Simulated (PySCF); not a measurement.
Compounds:

A. `P1(OC)(=O)OCCCO1`
B. SMILES NC(=O)CCF
C. `InChI=1S/C6H4FNSi/c1-2-6(7)5(3-8)4-9-6/h1,4H,9H2/t6-/m0/s1`

Spectrum 1. ¹³C{¹H} NMR (computed): δ 165.9 (CH), 147.5 (C), 118.1 (C), 92.5 (C), 92.2 (CH), 83.2 (C).

Spectrum 2. ¹³C{¹H} NMR (computed): δ 69.8 (CH2), 54.5 (CH3), 31.0 (CH2).

Spectrum 3. ¹³C{¹H} NMR (computed): δ 170.0 (C), 83.3 (CH2), 37.2 (CH2).

PySCF calculation with structure optimised with GFN2-xTB and PBE0/pcSseg-1 with gauge-including orbitals; no relativistic terms, isolated molecule, one conformer, rapidly exchanging positions averaged.

Scale: ¹³C (σ = 186.93 ppm) vs TMS (reference shieldings calculated alike). Splittings of carbon signals by F and P are missing where no couplings were computed. Acid and N–H amide carbonyl carbons lie up to 10 ppm further downfield in solution (hydrogen bonding). Shifts are as computed. Against solution values, carbons near 30 ppm lie about +3 ppm off and those near 130 ppm about +5 ppm. Of 1211 compounds with measured shifts, 218 miss one by over three times the rms of a fit or turn the order of signals round; such compounds aren't used in these exercises. Groups on amide-type nitrogens are kept apart (slow C–N rotation).

Task: Which spectrum belongs to which compound?

Result: 1–C, 2–A, 3–B.

- Spectrum 1 (C): 6 ¹³C signals; δC 147.5 is a fully substituted alkene carbon; δC 118.1 is a nitrile carbon.
- Spectrum 2 (A): 3 ¹³C signals; δC 69.8 is an sp3 CH2 bonded to O; δC 54.5 is a methyl carbon bonded to O.
- Spectrum 3 (B): 3 ¹³C signals; δC 170.0 is an amide carbonyl carbon; δC 83.3 is an sp3 CH2 bonded to F.
